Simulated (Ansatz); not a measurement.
Basis-set extrapolation for C₃H₈SSi, SMILES `CC1C[SiH2]S1` (PBE0-D4/def2-TZVP geometry, frozen core, the Gaussian-basis code of Ansatz). Multiplicity 1, RHF reference.

```json
{"": "HF", "def2-TZVPP": "-804.804295", "def2-QZVPP": "-804.829790"}
{"": "MP2 correlation", "def2-TZVPP": "-0.815600", "def2-QZVPP": "-0.872921"}
{"": "CCSD(T) correlation", "def2-TZVPP": "-0.911623", "def2-QZVPP": "not run"}
```

Energies in hartree. Use E(X) = E(∞) + A·exp(−7.88·√X) for Hartree–Fock and E(X) = E(∞) + B·X^(−2.97) for correlation, with X = 3 and 4, and add CCSD(T) minus MP2 of the smaller set to the MP2 limit.

**Question.** What is the CCSD(T) energy at the basis-set limit?

**Answer.** HF limit: -804.829790 + (-0.025495) × 0.13774 = -804.83330. MP2 limit: -0.872921 + (-0.057321) × 0.74074 = -0.91538. Higher-order term: -0.911623 − (-0.815600) = -0.09602. Total: -805.84470 hartree, 338.1 kJ/mol below CCSD(T)/def2-TZVPP.
